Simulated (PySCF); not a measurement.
C8H15P.
Numbering: `[CH3:1][CH2:2][P:3]1[CH2:4][C:5]([CH3:6])=[C:7]([CH3:8])[CH2:9]1`

Geometry (GFN2-xTB, Å), atoms numbered from 1 in this order:
```xyz
24
C8H15P angstrom
C      3.0969   -0.0098   -1.1292
C      1.8186    0.7545   -0.8122
P      1.3726    0.6411    0.9985
C      0.5073   -1.0095    0.9443
C     -0.8682   -0.7708    0.3781
C     -1.6293   -1.9856   -0.0453
C     -1.2622    0.4975    0.3385
C     -2.5697    1.0419   -0.1385
C     -0.2748    1.5035    0.8702
H      3.3433    0.0787   -2.1861
H      3.9271    0.3835   -0.5458
H      2.9903   -1.0668   -0.8923
H      0.9827    0.3852   -1.4135
H      1.9617    1.8149   -1.0397
H      0.4379   -1.4122    1.9606
H      1.0793   -1.7278    0.3520
H     -2.6298   -1.7402   -0.3891
H     -1.7106   -2.6825    0.7892
H     -1.1024   -2.4961   -0.8523
H     -2.4096    1.7184   -0.9788
H     -3.2487    0.2551   -0.4538
H     -3.0461    1.6127    0.6589
H     -0.1958    2.3880    0.2324
H     -0.5822    1.8460    1.8643
```

NICS is the negative of the GIAO shielding at a point without a nucleus: at the ring centre (0) and 1 Å above and below it (1); zz is the component along the ring normal. Level: GIAO PBE0/pcSseg-1 (PySCF, non-relativistic, gas phase) on the GFN2-xTB geometry, one conformer.

Ring bond lengths (Å), with Mayer bond orders in brackets: P3–C4 1.864 (0.96), C4–C5 1.506 (1.03), C5–C7 1.329 (1.78), C7–C9 1.507 (1.03), C9–P3 1.864 (0.97).

Task: What do the NICS probes read (ppm)?

Result: 
```csv
ring,type,NICS(0),"NICS(1), two faces","NICS(1)zz, two faces",rms pucker (Å),"centre to ring atoms, mean (Å)"
P3–C4–C5–C7–C9,"5-membered ring with P; formal bonds 1 double, 4 single",-3.2,-3.1 / -4.1,-2.9 / -4.0,0.11,1.36
```

Task: What do they say, and how far can they be read as aromaticity?

Result: 
- P3–C4–C5–C7–C9: mean NICS(1)zz -3.4 ppm, shielded. C4, C9 have four or more neighbours; no verdict on aromaticity is drawn.

Task: At the first NICS(1) probe listed for ring P3–C4–C5–C7–C9, 1 Å off the ring, how large is the induced field along the normal in 14.1 T applied along it?

Result: NICSzz × B0 = -2.9 ppm × 14.1 T = -41 μT, against the applied field.

Task: List the ring angles and the Hirshfeld charges of the ring atoms.

Result: 
- P3–C4–C5–C7–C9: P3 89.9° (+0.138 e), C4 107.1° (-0.120 e), C5 115.7° (-0.005 e), C7 115.6° (-0.004 e), C9 107.1° (-0.120 e); sum 535.4° against 540° for a flat convex ring.

Cost: about 2.1 min of CPU time on one thread; the machine was shared, so the figure is rough. This is the whole shielding run at PBE0/pcSseg-1, SCF included.
